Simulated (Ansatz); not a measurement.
Wavefunction ladder for CH$_{5}$GaSSi (`[SiH3][GaH][CH]=S`)

```xyz
9

Si    0.993   -1.162    0.726
Ga    0.261    0.932   -0.182
C    -1.673    1.084   -0.550
S    -1.488    0.429   -2.025
H     1.317   -1.022    2.175
H    -0.077   -2.189    0.592
H     2.216   -1.667    0.042
H     1.099    2.188   -0.593
H    -2.648    1.407   -0.185
```

Total charge 0; spin multiplicity 1. Correlated methods include outer-core shells of Ga, which these sets cover unevenly. Scalar relativity is left out up to krypton. The structure was optimised at the PBE0-D4/def2-TZVP level. It is one conformer, not always the lowest. Frozen core, restricted reference, the Gaussian-basis code of Ansatz.

```csv
basis,HF (Eh),MP2 corr.,CCSD corr.,(T),CCSD(T) total
def2-SVP,-2649.94576,-0.57678,-0.61759,-0.02423,-2650.58758
def2-TZVPP,-2650.48075,-0.68775,-0.73101,-0.03580,-2651.24756
def2-QZVPP,-2650.54265,-0.96971,–,–,–
```
